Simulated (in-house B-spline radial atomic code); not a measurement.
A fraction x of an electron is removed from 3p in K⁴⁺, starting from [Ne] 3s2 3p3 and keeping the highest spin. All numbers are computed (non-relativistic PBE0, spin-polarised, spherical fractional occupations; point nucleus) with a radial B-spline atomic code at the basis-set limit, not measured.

Caution: exact exchange at fractional occupations of open shells leaves self-interaction of up to several eV.

```json
{"x": "0", "E(x) - E(0) (eV)": "0.0000", "3p up level (eV)": "-75.738"}
{"x": "0.09", "E(x) - E(0) (eV)": "6.8791", "3p up level (eV)": "-77.132"}
{"x": "0.17", "E(x) - E(0) (eV)": "13.0993", "3p up level (eV)": "-78.375"}
{"x": "0.28", "E(x) - E(0) (eV)": "21.8149", "3p up level (eV)": "-80.091"}
{"x": "0.43", "E(x) - E(0) (eV)": "34.0049", "3p up level (eV)": "-82.444"}
{"x": "0.5", "E(x) - E(0) (eV)": "39.8146", "3p up level (eV)": "-83.547"}
{"x": "0.56", "E(x) - E(0) (eV)": "44.8558", "3p up level (eV)": "-84.495"}
{"x": "0.68", "E(x) - E(0) (eV)": "55.1092", "3p up level (eV)": "-86.396"}
{"x": "0.78", "E(x) - E(0) (eV)": "63.8284", "3p up level (eV)": "-87.987"}
{"x": "0.9", "E(x) - E(0) (eV)": "74.5018", "3p up level (eV)": "-89.904"}
{"x": "1", "E(x) - E(0) (eV)": "83.5723", "3p up level (eV)": "-91.507"}
```

The exact functional would give a straight line between the two integer points. Deviations E(x) - E(0) - x[E(1) - E(0)], in eV: -0.642 at x = 0.09, -1.108 at x = 0.17, -1.585 at x = 0.28, -1.931 at x = 0.43, -1.972 at x = 0.5, -1.945 at x = 0.56, -1.72 at x = 0.68, -1.358 at x = 0.78, -0.713 at x = 0.9.

The curve lies below the straight line by up to 1.972 eV (at x = 0.5): convex, the delocalisation error, to which spherically averaged exact exchange adds.

How well does Slater's transition state (minus the level at half occupation) give the ionisation energy?

It gives 83.547 eV against 83.572 eV from the two total energies; NIST lists 82.66 eV, ground level to ground level. The end point has an open shell averaged over its orbitals, so its exact exchange keeps a self-interaction and this is no true integer point.
